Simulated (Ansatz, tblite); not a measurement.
Removing and adding an electron: Si₂Ge. Total charge 0; singlet. Geometry: PBE0-D4/def2-TZVP. Ansatz, gas phase; energy differences of separate SCF runs; the oxidised species was run as a doublet alone; the reduced species was run as a doublet alone.

```xyz
3

Si    1.076   -0.291    0.060
Si   -0.157    1.472    0.360
Ge   -0.919   -1.181   -0.420
```

The xTB rows come from tblite. Correlated methods freeze 19 core orbitals; core or outer-core shells of Ge are correlated, in sets that lack core-valence functions. In CCSD on the charge -1 doublet the largest single amplitude is 0.16, so its Hartree–Fock determinant may place the open shell otherwise than the density functionals do. The order of the spin states hangs on the level: the triplet lies 0.06 eV below the singlet at PBE0-D4/def2-TZVP, but 0.03 eV above it at PBE-D4/def2-TZVP. The structure comes from a short search, and lower isomers may exist.

```json
{"level": "GFN1-xTB", "−HOMO (eV)": "9.47", "vertical IE (eV)": "11.59", "−LUMO (eV)": "8.54", "vertical EA (eV)": "6.70", "HOMO–LUMO gap (eV)": "0.93", "IE − EA (eV)": "4.89", "remarks": "–"}
{"level": "GFN2-xTB", "−HOMO (eV)": "6.54", "vertical IE (eV)": "10.00", "−LUMO (eV)": "5.69", "vertical EA (eV)": "–", "HOMO–LUMO gap (eV)": "0.85", "IE − EA (eV)": "–", "remarks": "–"}
{"level": "PBE-D4/def2-TZVP", "−HOMO (eV)": "5.30", "vertical IE (eV)": "8.00", "−LUMO (eV)": "4.23", "vertical EA (eV)": "–", "HOMO–LUMO gap (eV)": "1.06", "IE − EA (eV)": "–", "remarks": "–"}
{"level": "PBE-D4/def2-TZVPD", "−HOMO (eV)": "5.33", "vertical IE (eV)": "–", "−LUMO (eV)": "4.27", "vertical EA (eV)": "1.85", "HOMO–LUMO gap (eV)": "1.06", "IE − EA (eV)": "–", "remarks": "HOMO above zero (-1 doublet)"}
{"level": "r2SCAN-D4/def2-TZVP", "−HOMO (eV)": "5.51", "vertical IE (eV)": "8.05", "−LUMO (eV)": "4.27", "vertical EA (eV)": "–", "HOMO–LUMO gap (eV)": "1.24", "IE − EA (eV)": "–", "remarks": "spin-contaminated (⟨S²⟩ 0.87) (+1 doublet)"}
{"level": "r2SCAN-D4/def2-TZVPD", "−HOMO (eV)": "5.52", "vertical IE (eV)": "–", "−LUMO (eV)": "4.28", "vertical EA (eV)": "2.01", "HOMO–LUMO gap (eV)": "1.24", "IE − EA (eV)": "–", "remarks": "HOMO above zero (-1 doublet)"}
{"level": "PBE0-D4/def2-TZVP", "−HOMO (eV)": "6.19", "vertical IE (eV)": "8.05", "−LUMO (eV)": "3.59", "vertical EA (eV)": "–", "HOMO–LUMO gap (eV)": "2.61", "IE − EA (eV)": "–", "remarks": "–"}
{"level": "PBE0-D4/def2-TZVPD", "−HOMO (eV)": "6.21", "vertical IE (eV)": "–", "−LUMO (eV)": "3.61", "vertical EA (eV)": "1.95", "HOMO–LUMO gap (eV)": "2.60", "IE − EA (eV)": "–", "remarks": "–"}
{"level": "CCSD/def2-TZVPD", "−HOMO (eV)": "–", "vertical IE (eV)": "–", "−LUMO (eV)": "–", "vertical EA (eV)": "1.77", "HOMO–LUMO gap (eV)": "–", "IE − EA (eV)": "–", "remarks": "large T1 (0.025) (singlet), restricted SCF unstable (singlet), spin-contaminated (⟨S²⟩ 1.02) (-1 doublet)"}
{"level": "CCSD(T)/def2-TZVPD", "−HOMO (eV)": "–", "vertical IE (eV)": "–", "−LUMO (eV)": "–", "vertical EA (eV)": "1.77", "HOMO–LUMO gap (eV)": "–", "IE − EA (eV)": "–", "remarks": "large T1 (0.025) (singlet), restricted SCF unstable (singlet), spin-contaminated (⟨S²⟩ 1.02) (-1 doublet)"}
```

Run but left out: HF/def2-TZVPP, HF/def2-TZVPD (singlet: restricted singlet, unstable towards broken spin symmetry); MP2/def2-TZVPP, CCSD/def2-TZVPP, CCSD(T)/def2-TZVPP (charge +1 doublet: ⟨S²⟩ 1.57, where a pure state has 0.75); MP2/def2-TZVPD (charge -1 doublet: ⟨S²⟩ 1.02, where a pure state has 0.75).   A HOMO above zero means that the electron is unbound at that level or that self-interaction error raises the level; the energy of removing that electron tells which. Raw xTB energy differences between charge states are shifted by several eV; the methods need an empirical correction for them.
